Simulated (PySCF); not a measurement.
ReF₃, SMILES [F][Re]([F])[F] (connectivity only; charge and spin as stated), neutral, multiplicity 3. Coordinates come from a PBE0-D3(BJ)/def2-TZVP optimisation. The spin state was assumed, not searched. The def2 effective core potentials stand for the cores of Re; spin–orbit coupling is left out.

All values below come from PySCF with PBE0-D3(BJ)/def2-TZVP.

Harmonic wavenumbers (cm⁻¹): 175, 175, 175, 739, 739, 740. Rotational constants (GHz): 5.373, 5.373, 2.687; symmetry number 6.

### Question
Work out the zero-point energy and the ideal-gas rigid-rotor harmonic-oscillator thermochemistry at 298.15 K and 1 atm.

### Answer
ZPE = ½ Σ hcν = ½ × 2742 cm⁻¹ = 16.40 kJ/mol. H − E(el) = 31.83 kJ/mol. Entropy in J/(mol K): translation 177.26, rotation 93.18, vibration 33.22, spin 9.13, total 312.80. G − E(el) = -61.43 kJ/mol. Cp = 66.26 J/(mol K).
